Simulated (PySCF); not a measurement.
C4H9FSi, SMILES CC[SiH2]/C=C\F. Heavy atoms are numbered as in [CH3:1][CH2:2][SiH2:3]/[CH:4]=[CH:5]\[F:6]. Hydrogens are named by the atom that carries them.

Coordinates come from a PBE-D3(BJ)/def2-SVP optimisation. The structure was generated by enumeration; whether it is a known compound was not checked. One conformer was computed; it need not be the lowest.

The numbers are results of PySCF with M06-2X/def2-TZVP, not measurements.

Atomic charges (e), one atom of each kind:

```tsv
atom	Löwdin	meta-Löwdin
C1 (CH3)	-0.34	-0.31
C2 (CH2)	-0.43	-0.43
Si3 (SiH2)	0.32	0.65
C4 (CH)	-0.32	-0.43
C5 (CH)	-0.28	0.21
F6	0.15	-0.28
H on C1	0.12	0.11
H on C2	0.14	0.11
H on Si3	-0.02	-0.10
H on C4	0.15	0.14
H on C5	0.13	0.12
```

Computed Mayer and Wiberg (Löwdin basis) orders of the bonds:
| bond | Mayer | Wiberg |
|---|---|---|
| C1–C2 | 0.94 | 1.32 |
| C2–Si3 | 0.97 | 1.12 |
| Si3–C4 | 0.90 | 1.09 |
| C4–C5 | 1.88 | 2.15 |
| C5–F6 | 1.01 | 1.73 |
